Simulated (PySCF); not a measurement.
Delta-SCF ions had no search for a lower state. Excitations are Tamm–Dancoff values on a coarser integration grid. The basis has no diffuse functions, so Rydberg states are missing or too high.

Cartesian coordinates (Å):
```xyz
7

N      2.4523    -0.4977    -0.2207
C      1.3732    -0.0618    -0.2970
N      0.1353     0.4559    -0.3901
C     -1.0308    -0.2693    -0.1000
O     -1.0452    -1.4201     0.2594
H      0.0462     1.4262    -0.6874
H     -1.9311     0.3667    -0.2486
```
Charge 0, multiplicity 1.

### Question
What is the computed T1 excitation (TDA), LUMO, vertical ionisation energy (Delta-SCF), dipole moment, S1 excitation (TDA), total energy, HOMO and S1–T1 gap (TDA) (PBE-D3(BJ)/def2-TZVP (PySCF))?

### Answer

```json
{
  "T1 excitation (TDA)": "4.55 eV",
  "LUMO": "-2.29 eV",
  "vertical ionisation energy (Delta-SCF)": "10.65 eV",
  "dipole_moment": "5.29 D",
  "S1 excitation (TDA)": "5.10 eV",
  "total_energy": "-261.9346 Ha",
  "HOMO": "-7.18 eV",
  "S1–T1 gap (TDA)": "0.55 eV"
}
```
